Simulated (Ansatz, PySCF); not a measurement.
This Ansatz (an electronic-structure program) input computes a SVWN5/def2-TZVPD energy:

Ansatz 0.2 input:
```yaml
crystal:
  periodic: [false, false, false]
  atoms:
    - {symbol: F, position_ang: [-0.88124966, -1.26990316, -0.35124037]}
    - {symbol: As, position_ang: [0.00255775, -0.00276921, 0.28368688]}
    - {symbol: F, position_ang: [1.53857596, -0.12034645, -0.36183635]}
    - {symbol: F, position_ang: [-0.66670471, 1.40040338, -0.32710850]}
basis:
  gaussian:
    orbitals: def2-TZVPD
hamiltonian:
  xc: {name: SVWN5}
total_charge: 1
magnetization: {spin_polarized: true, initial_magnetization: 1}
output: {forces: true}
```

**Question.** Write an input for the same energy in PySCF and say what it gives.

**Answer.** 
```python
from pyscf import gto, scf, dft

mol = gto.M(
    atom='''
    F    -0.88124966   -1.26990316   -0.35124037
    As    0.00255775   -0.00276921    0.28368688
    F     1.53857596   -0.12034645   -0.36183635
    F    -0.66670471    1.40040338   -0.32710850
    ''',
    basis='def2-tzvpd',
    charge=1,
    spin=1,
    verbose=4,
)

mf = dft.UKS(mol, xc='svwn').density_fit(auxbasis='def2-universal-jkfit')
mf.grids.level = 3
mf.conv_tol = 1e-9
mf.max_cycle = 100
mf.max_memory = 1500
mf.kernel()
if not mf.converged:
    mf = mf.newton()
    mf.kernel(mf.make_rdm1())
for _ in range(2):
    mo, _, stable, _ = mf.stability(return_status=True)
    if stable:
        break
    mf.kernel(mf.make_rdm1(mo, mf.mo_occ))
mf.analyze()
```
It gives -2530.03836 Eh, and Ansatz -2530.03831 Eh, a difference of 0.05 mEh, from the treatment of integrals and grids.
